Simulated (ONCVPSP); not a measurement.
Transferability test, ONCV potential for Tc

```
Element                 : technetium (Tc)
Generator               : ONCVPSP 4.0.1
Type                    : optimised norm-conserving Vanderbilt (ONCV)
Functional              : PW91
Relativity              : scalar-relativistic
Frozen core             : [Ar] 3d10
Valence charge          : 15
Reference configuration : 4s2 4p6 4d5 5s1 (charge +1)
Partial waves           : 4s+5s: rc 1.55 bohr, ncon 4, nbas 7, qcut 8.8 1/bohr, 2 projectors; 4p: rc 1.10 bohr, ncon 4, nbas 7, qcut 6.5 1/bohr, 2 projectors, debl 1.5 Ha; 4d: rc 1.50 bohr, ncon 4, nbas 8, qcut 5.8 1/bohr, 2 projectors, debl 1.8 Ha
Local potential         : polynomial inside 1.05 bohr (lpopt 5, dvloc0 0 Ha)
Core correction         : none
```

In the p channel the program set the typed energies aside and used -1.947, 0.250 Ha.

Energies are relative to the spin-unpolarised reference configuration 4s2 4p6 4d5 5s1; without spin polarisation the order of configurations can differ from experiment.

```
valence configuration  charge  ΔE all-electron (eV)  error AE − PS (meV)
      4s2 4p6 4d5 5s2       0                -8.218                 +1.2
      4s2 4p6 4d4 5s0      +3                43.691                 -1.4
      4s1 4p6 4d5 5s2      +1                71.793                  -72
```

Task: What are ΔE and the potential's error for 4s2 4p6 4d5 5s0?

Result: ΔE = 14.917 eV all-electron; the error (AE − PS) is -2.4 meV.

Levels in the configuration 4s2 4p6 4d5 5s0:

| level | all-electron (eV) | pseudo (eV) |
| --- | --- | --- |
| 4s | -89.699 | -89.708 |
| 4p | -61.665 | -61.671 |
| 4d | -22.568 | -22.568 |
